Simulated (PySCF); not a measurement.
This PySCF input asks for the NMR shieldings of SMILES C=C[Si@@]1(P)CC[C@@H]1CC, C7H15PSi; the geometry comes from GFN2-xTB.

```python
import basis_set_exchange as bse
import numpy as np
from pyscf import gto, dft
from pyscf.prop import nmr

atoms = """
C     2.769912    0.698316    2.429538
C     1.780206    1.069737    1.633370
Si    0.936859   -0.100258    0.405500
P     2.186491   -0.608245   -1.405860
C    -0.007015   -1.629181    1.076274
C    -1.264148   -1.200057    0.299127
C    -0.891169    0.245595   -0.084934
C    -1.183093    0.632397   -1.525961
C    -2.676011    0.648269   -1.837501
H     3.253173    1.379901    3.113077
H     3.140049   -0.314369    2.436489
H     1.448412    2.100376    1.662069
H     3.352989   -0.772114   -0.678864
H     2.489432    0.714006   -1.690544
H    -0.165090   -1.605699    2.151756
H     0.355117   -2.620172    0.815197
H    -2.180720   -1.275500    0.883028
H    -1.378180   -1.807306   -0.597956
H    -1.385480    0.955955    0.580800
H    -0.765012    1.623579   -1.723278
H    -0.677975   -0.074462   -2.192069
H    -3.189779    1.358108   -1.191912
H    -3.111705   -0.334996   -1.677295
H    -2.848998    0.935884   -2.872493
"""
names = dict.fromkeys(["C", "Si", "P", "H"], "pcSseg-1")
basis = {el: gto.basis.parse(bse.get_basis(n, elements=[el], fmt="nwchem")) for el, n in names.items()}
mol = gto.M(atom=atoms, basis=basis, charge=0, verbose=0)
mf = dft.RKS(mol, xc="PBE0")
mf.grids.level = 2
mf.grids.alignment = dft.numint.BLKSIZE   # the property module wants whole blocks of grid points
mf.conv_tol = 1e-9
mf.kernel()

calc = nmr.RKS(mf)   # GIAO
C = mf.mo_coeff
Co = C[:, mf.mo_occ > 0]
resp = mf.gen_response(singlet=True, hermi=2)
def vind(x):   # induced exchange potential for any number of trial vectors
    d = np.einsum("pi,xij,qj->xpq", C, 2 * x.reshape(-1, C.shape[1], Co.shape[1]), Co, optimize=True)
    return np.einsum("xpq,pi,qj->xij", resp(d - d.transpose(0, 2, 1)), C, Co, optimize=True).ravel()
mo1, _ = nmr.rhf.solve_mo1(calc, with_cphf=vind)
sigma = calc.kernel(mo1)
for i, s in enumerate(sigma):   # ppm
    print("%2d %-2s %9.2f" % (i, mol.atom_pure_symbol(i), np.trace(s) / 3))
```

Problem. Give the expected output.

Solution. 
```
 0 C      45.36
 1 C      36.20
 2 Si    337.46
 3 P     599.20
 4 C     171.15
 5 C     160.22
 6 C     152.72
 7 C     154.95
 8 C     170.99
 9 H      25.24
10 H      25.75
11 H      24.84
12 H      30.72
13 H      30.50
14 H      30.30
15 H      30.31
16 H      29.27
17 H      29.93
18 H      30.02
19 H      30.28
20 H      30.18
21 H      31.13
22 H      30.64
23 H      30.65
```

These numbers come from an equivalent density-fitted implementation of the same equations, which agrees with the script to about 0.01 ppm for H and up to a few tenths of a ppm for heavy atoms, so last digits may differ.

Problem. Turn these shieldings into chemical shifts. Chemical shifts δ = σref − σ; 13C (σ = 186.93 ppm) and 29Si (σ = 349.16 ppm) and 1H (σ = 31.72 ppm) against TMS; H3PO4 for 31P (σ = 318.38 ppm), all at this level.

Solution. Averaging equivalent atoms: C 1: 150.7; C 0: 141.6; C 6: 34.2; C 7: 32.0; C 5: 26.7; C 8: 15.9; C 4: 15.8; Si 2: 11.7; P 3: -280.8; H 11: 6.88; H 9: 6.48; H 10: 5.96; H 16: 2.44; H 17: 1.79; H 18: 1.70; H 20: 1.53; H 19: 1.43; H 14: 1.42; H 15: 1.41; H 12/13: 1.11; H 21/22/23: 0.91 ppm. Experimental scales use liquid or dissolved standards, which lie at an offset from isolated H3PO4.

Size and cost of the density-fitted run: 242 basis functions, 2.8 min wall time on 1 thread of an Intel Xeon, shared host; peak memory 1.1 GiB.
